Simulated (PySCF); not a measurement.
Species: C₃H₈O₃SSi.
Numbering: `[O:1]=[S:2](=[O:3])([OH:4])[CH:5]1[CH2:6][SiH2:7][CH2:8]1` (hydrogens: H9 on O4; H10 on C5; H11, H12 on C6; H13, H14 on Si7; H15, H16 on C8)

The same species was optimised twice, with GFN2-xTB and with PBE0-D3(BJ)/def2-SVP (PySCF), and the same property calculations (PySCF, gas phase) were run on both structures.

```
     coordinate  GFN2-xTB  PBE0-D3(BJ)/def2-SVP  change
      C5–C6 (Å)     1.524                 1.554  +0.030
      C5–C8 (Å)     1.521                 1.549  +0.028
      S2=O3 (Å)     1.433                 1.454  +0.021
      O1=S2 (Å)     1.431                 1.449  +0.018
     C6–Si7 (Å)     1.919                 1.907  -0.012
     Si7–C8 (Å)     1.918                 1.906  -0.012
      S2–C5 (Å)     1.789                 1.787  -0.002
      S2–O4 (Å)     1.628                 1.627  -0.001
   S2–C5–C8 (°)     104.9                 110.8    +5.9
   S2–C5–C6 (°)     103.5                 107.9    +4.4
   O1–S2–O3 (°)     118.1                 121.7    +3.6
   O3–S2–C5 (°)     112.7                 109.7    -3.0
  C6–Si7–C8 (°)      75.8                  78.4    +2.6
   O1–S2–O4 (°)     108.1                 106.9    -1.2
  C5–C6–Si7 (°)      89.1                  88.2    -0.9
  C5–C8–Si7 (°)      89.3                  88.4    -0.9
O1–S2–C5–C6 (°)        57                    62      +5
```

Rotational constants: A = 2926, B = 1178, C = 1129 MHz (GFN2-xTB) against A = 2925, B = 1087, C = 1032 MHz (PBE0-D3(BJ)/def2-SVP). Point groups within 0.08 Å: C1 and C1.

On the GFN2-xTB structure: isotropic polarisability (au) 87.0 [PBE0/def2-SVPD]; HOMO (eV) -8.52 [PBE0/def2-SVPD]; LUMO (eV) -0.07 [PBE0/def2-SVPD]; dipole (D) 3.19 [PBE0/def2-SVPD]; HOMO (eV) -8.54 [PBE0/pcSseg-1]; LUMO (eV) 0.15 [PBE0/pcSseg-1]; dipole (D) 3.09 [PBE0/pcSseg-1]; GIAO shielding of O1/O3 (mean) (ppm) 120.6 [PBE0/pcSseg-1]; GIAO shielding of S2 (ppm) 155.6 [PBE0/pcSseg-1]; GIAO shielding of O4 (ppm) 143.7 [PBE0/pcSseg-1]; GIAO shielding of C5 (ppm) 121.7 [PBE0/pcSseg-1]; GIAO shielding of C6/C8 (mean) (ppm) 172.2 [PBE0/pcSseg-1]; GIAO shielding of Si7 (ppm) 377.6 [PBE0/pcSseg-1].

**Question.** What do these properties become on the PBE0-D3(BJ)/def2-SVP structure?

**Answer.** 
```tsv
property	level	on GFN2-xTB	on PBE0-D3(BJ)/def2-SVP	change
isotropic polarisability (au)	PBE0/def2-SVPD	87.0	89.3	+2.3
HOMO (eV)	PBE0/def2-SVPD	-8.52	-8.64	-0.12
LUMO (eV)	PBE0/def2-SVPD	-0.07	-0.14	-0.07
dipole (D)	PBE0/def2-SVPD	3.19	3.81	+0.62
energy, GFN2-xTB geometry as zero (kcal/mol)	PBE0/def2-SVPD	0.0	-7.2	-7.2
HOMO (eV)	PBE0/pcSseg-1	-8.54	-8.62	-0.08
LUMO (eV)	PBE0/pcSseg-1	0.15	0.11	-0.04
dipole (D)	PBE0/pcSseg-1	3.09	3.72	+0.63
energy, GFN2-xTB geometry as zero (kcal/mol)	PBE0/pcSseg-1	0.0	-7.5	-7.5
GIAO shielding of O1/O3 (mean) (ppm)	PBE0/pcSseg-1	120.6	105.3	-15.3
GIAO shielding of S2 (ppm)	PBE0/pcSseg-1	155.6	149.4	-6.2
GIAO shielding of O4 (ppm)	PBE0/pcSseg-1	143.7	132.2	-11.5
GIAO shielding of C5 (ppm)	PBE0/pcSseg-1	121.7	118.9	-2.8
GIAO shielding of C6/C8 (mean) (ppm)	PBE0/pcSseg-1	172.2	172.0	-0.2
GIAO shielding of Si7 (ppm)	PBE0/pcSseg-1	377.6	372.0	-5.6
```

The heavy atoms differ by 0.125 Å rms after alignment. Among bonds between heavy atoms C5–C6 changes most (+0.030 Å). Changes are differences of the printed values. Neither structure is proved a minimum here.

Shape of the structure used: `[O:1]=[S:2](=[O:3])([OH:4])[CH:5]1[CH2:6][SiH2:7][CH2:8]1`: O1–S2–C5–C6 62°, H–O4–S2–O1 -139°.
